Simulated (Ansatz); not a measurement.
Ideal-gas functions of CH₃ClF₂SSi (`CS[Si](F)(F)Cl`) at 800 K and 1 bar, from an Ansatz frequency run at PBE0-D4/def2-TZVP.

Molar mass 148.64 g/mol, point group Cs (symmetry number 1), electronic degeneracy 1, moments of inertia 179.599, 378.795, 436.277 u Å². Harmonic wavenumbers (cm⁻¹, unscaled): 51, 112, 112, 195, 196, 267, 317, 324, 513, 643, 716, 902, 951, 977, 989, 1352, 1469, 1476, 3076, 3174, 3176.

Use S(trans) = R[1.5 ln M + 2.5 ln T − 1.1517]; rotational temperatures θ = 24.2544 K / I; S(rot) = R[ln(√π/σ · √(T³/θAθBθC)) + 1.5]; for each mode x = 1.438777 ν̃/T, S = R[x/(eˣ − 1) − ln(1 − e⁻ˣ)] and H = RT x/(eˣ − 1); 1 cm⁻¹ = 0.0119627 kJ/mol; R = 8.31446 J/(mol·K).

Q: By hand: the entropy, in J/(mol·K).

A: Translation 191.7. Rotation: θ = 0.135, 0.064, 0.0556 K, giving 132.4. Vibration, mode by mode: 28.18, 21.65, 21.65, 17.07, 17.03, 14.49, 13.10, 12.92, 9.27, 7.55, 6.76, 5.15, 4.80, 4.62, 4.54, 2.71, 2.30, 2.28, 0.22, 0.19, 0.19, in all 196.7. Electronic 0.0. Sum 520.8 J/(mol·K).

Q: By hand: H − E and G − E in kJ/mol, counted from the electronic energy.

A: Zero-point energy ½ × 20988 × 0.0119627 = 125.5; thermal vibration 70.0; translation, rotation and pV give 4 RT = 26.6. H − E = 222.1 kJ/mol, and G − E = 222.1 − 800 × 520.8/1000 = -194.5 kJ/mol.

Vibration gives 38 % of the entropy, 71.5 J/(mol·K) of it from the modes under 150 cm⁻¹: soft modes count most, and the harmonic formula is weakest for them. The sum counts one conformer and one mirror image; others add a mixing term.
